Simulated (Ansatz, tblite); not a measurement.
Cost and result up the ladder for `COc1ccc(C(F)(F)C(F)(F)OC)cc1` (26 atoms). Total charge 0; singlet. Geometry: PBE-D4/def2-SVP.

```xyz
26

C    -2.785   -3.233    1.390
O    -1.700   -3.251    0.482
C    -0.852   -2.190    0.463
C    -0.976   -1.053    1.289
C    -0.040   -0.015    1.187
C     1.023   -0.096    0.276
C     2.007    1.038    0.148
F     3.250    0.568   -0.184
F     2.120    1.726    1.327
C     1.623    2.078   -0.945
F     2.595    3.040   -1.033
F     1.617    1.447   -2.168
O     0.414    2.609   -0.648
C    -0.079    3.592   -1.566
C     1.141   -1.230   -0.552
C     0.215   -2.268   -0.460
H    -3.475   -2.381    1.197
H    -2.442   -3.181    2.447
H    -3.336   -4.180    1.238
H    -1.795   -0.968    2.016
H    -0.134    0.872    1.829
H     0.602    4.467   -1.614
H    -0.198    3.160   -2.581
H    -1.064    3.908   -1.180
H     1.974   -1.296   -1.267
H     0.293   -3.164   -1.091
```

Ansatz on 4 threads of Arm Neoverse V2 on a shared host; xTB runs through tblite on one thread. Times are rough, summed over both states, and most runs start from the orbitals of an earlier one. PBE0-D4/def2-SVP serves as the yardstick here, not as an exact answer. The other state is a doublet.

The xTB rows come from tblite.

Raw xTB energies of ions are shifted by several eV.

| level | functions | vertical IE (eV) | difference from PBE0-D4/def2-SVP (eV) |
| --- | --- | --- | --- |
| GFN1-xTB | 84 | 14.40 | 5.94 |
| GFN2-xTB | 74 | 13.56 | 5.10 |
| PBE0-D4/def2-SVP | 274 | 8.46 | 0.00 |
| PBE-D4/def2-SVP | 274 | 8.16 | -0.30 |

**Question.** Estimate how long each takes.

**Answer.** GFN2-xTB 0.035 s; GFN1-xTB 0.043 s; PBE-D4/def2-SVP 17 s; PBE0-D4/def2-SVP 35 s. On shared hardware such times vary by a factor of up to 3.
